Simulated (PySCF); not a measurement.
A run for PySCF: D3(BJ) and D4 dispersion corrections on CH4OSi (a complex), monomers drawn apart or pushed together.

```python
from pyscf import gto
from pyscf.dispersion import dftd3, dftd4

mol = gto.M(
    atom='''
    Si   -0.10544162   -0.08185847   -0.04922834
    H    -0.04043866   -0.04940526   -1.52810870
    H    -1.26519590   -0.89563889    0.37703459
    H    -0.25126792    1.29784906    0.46637914
    H     1.14056267   -0.67662684    0.48414118
    C     0.96289890    0.69641035    6.85865506
    O     0.18486740    0.16743180    6.24173139
    ''',
    basis='def2-svp',
    charge=0, spin=0, verbose=0, max_memory=1800)
d3, d4 = {}, {}
for xc in ['hf', 'pbe', 'blyp', 'revpbe', 'tpss', 'r2scan', 'b3lyp', 'pbe0', 'bhlyp', 'camb3lyp', 'b2plyp']:
    d3[xc] = float(dftd3.DFTD3Dispersion(mol, xc=xc, version='d3bj', atm=False).get_dispersion()['energy'])
    print(f'D3(BJ) {xc:10s} {d3[xc]:14.8f} Eh')
for xc in ['hf', 'pbe', 'blyp', 'revpbe', 'tpss', 'r2scan', 'b3lyp', 'pbe0', 'bhlyp', 'camb3lyp', 'b2plyp']:
    d4[xc] = float(dftd4.DFTD4Dispersion(mol, xc={'camb3lyp': 'cam-b3lyp'}.get(xc, xc), atm=True).get_dispersion()['energy'])
    print(f'D4     {xc:10s} {d4[xc]:14.8f} Eh')
```

Program output:

```
D3(BJ) hf            -0.02413340 Eh
D3(BJ) pbe           -0.00225938 Eh
D3(BJ) blyp          -0.00486339 Eh
D3(BJ) revpbe        -0.00599161 Eh
D3(BJ) tpss          -0.00279116 Eh
D3(BJ) r2scan        -0.00058964 Eh
D3(BJ) b3lyp         -0.00396106 Eh
D3(BJ) pbe0          -0.00189029 Eh
D3(BJ) bhlyp         -0.00310365 Eh
D3(BJ) camb3lyp      -0.00164631 Eh
D3(BJ) b2plyp        -0.00179641 Eh
D4     hf            -0.00756600 Eh
D4     pbe           -0.00180976 Eh
D4     blyp          -0.00417081 Eh
D4     revpbe        -0.00659425 Eh
D4     tpss          -0.00244873 Eh
D4     r2scan        -0.00044110 Eh
D4     b3lyp         -0.00291725 Eh
D4     pbe0          -0.00148751 Eh
D4     bhlyp         -0.00203044 Eh
D4     camb3lyp      -0.00147415 Eh
D4     b2plyp        -0.00124157 Eh
```

The run finished.

Cost: about 0.11 core-seconds (a rough figure).
